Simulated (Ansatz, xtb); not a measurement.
Two isomers of CH8OSiSn

We compare a, `C[Si@H](O)[SnH3]`, a singlet, with b, `C[SiH2][O][SnH3]`, a singlet. Both are isolated molecules in the gas phase, relaxed with B3LYP-D3(BJ)/def2-SVP; the shapes shown needn't be the lowest conformers.

a (Å):

```xyz
12

C     0.4319    1.5532   -0.0236
O     0.1836    0.3867    2.6882
Si   -0.4438    0.3519    1.1313
Sn   -0.2881   -2.0595    0.1833
H     0.3978    2.5767    0.3847
H     1.4880    1.2775   -0.1747
H    -0.0600    1.5581   -1.0105
H    -1.8687    0.7524    1.2857
H     1.0700    0.0278    2.8114
H     1.3345   -2.6396    0.3211
H    -0.7133   -2.1565   -1.4852
H    -1.2865   -3.1721    1.0391
```

b (Å):

```xyz
12

C    -1.9195    0.6875    1.2059
O     0.5932   -0.3534    0.2541
Si   -1.0387   -0.4101   -0.0315
Sn    2.2340   -1.1570   -0.5457
H    -1.7240    0.3497    2.2361
H    -3.0090    0.6669    1.0367
H    -1.5762    1.7305    1.1166
H    -1.5464   -1.8160    0.0890
H    -1.3462    0.0511   -1.4249
H     2.0863   -2.8635   -0.4071
H     3.5067   -0.5212    0.4071
H     2.3071   -0.6434   -2.1839
```

Quicker runs give these differences E(b) − E(a): GFN2-xTB +0.169 eV; HF/STO-3G −0.207 eV (at GFN2-xTB geometries); r2SCAN-D4/def2-SVP −0.121 eV (at GFN2-xTB geometries).

Which of the two would you expect CCSD(T)/def2-SVP + ΔMP2/def2-TZVPP electronic energies to favour?

Structure b; the calculation gives E(b) − E(a) = −0.139 eV.

How the difference moves with the method:

| level | geometry | E(b) − E(a) (eV) | departure from the last row (eV) | job, with rough time for the two |
| --- | --- | --- | --- | --- |
| GFN2-xTB | GFN2-xTB | +0.169 | +0.308 | optimisation, 0.22 s |
| HF/STO-3G | GFN2-xTB | −0.207 | −0.068 | single point, 0.74 s |
| r2SCAN-D4/def2-SVP | GFN2-xTB | −0.121 | +0.018 | single point, 2 s |
| B3LYP-D3(BJ)/def2-SVP | B3LYP-D3(BJ)/def2-SVP | −0.121 | +0.019 | optimisation, 83 s |
| HF/def2-SVP | B3LYP-D3(BJ)/def2-SVP | −0.355 | −0.216 | part of the CCSD(T) run |
| MP2/def2-SVP | B3LYP-D3(BJ)/def2-SVP | −0.338 | −0.199 | part of the CCSD(T) run |
| CCSD(T)/def2-SVP | B3LYP-D3(BJ)/def2-SVP | −0.284 | −0.145 | single point |
| CCSD(T)/def2-SVP + ΔMP2/def2-TZVPP | B3LYP-D3(BJ)/def2-SVP | −0.139 |  | single point, 23 s |

As drawn, b has 1 O–Sn, 1 Si–H in place of 1 Si–Sn, 1 O–H.

GFN2-xTB puts the two in the other order. The largest departure from CCSD(T)/def2-SVP + ΔMP2/def2-TZVPP is that of GFN2-xTB, 0.308 eV. The last row adds to CCSD(T) the change of the MP2 difference between the two basis sets, here +0.145 eV, a large step that makes the value less sure.

With harmonic frequencies from B3LYP-D3(BJ)/def2-SVP (ideal gas, rigid rotor, one conformer each, 298.15 K, 1 atm): on the last row, ΔE + ΔZPE = −0.183 eV. A mode under 50 cm⁻¹ makes harmonic enthalpies and free energies unreliable, so none is given.

The correlated steps freeze 11 core orbitals; the filled d shell of Sn is correlated, in a basis made for valence electrons. Atoms past krypton carry core potentials in the def2 sets, other sets are all-electron and non-relativistic, and no spin–orbit term is included. Programs: Ansatz 0.2.0, xtb 6.7.1; the last row on 2 threads of Intel(R) Xeon(R) Gold 6455B (Sapphire Rapids) on a shared host.
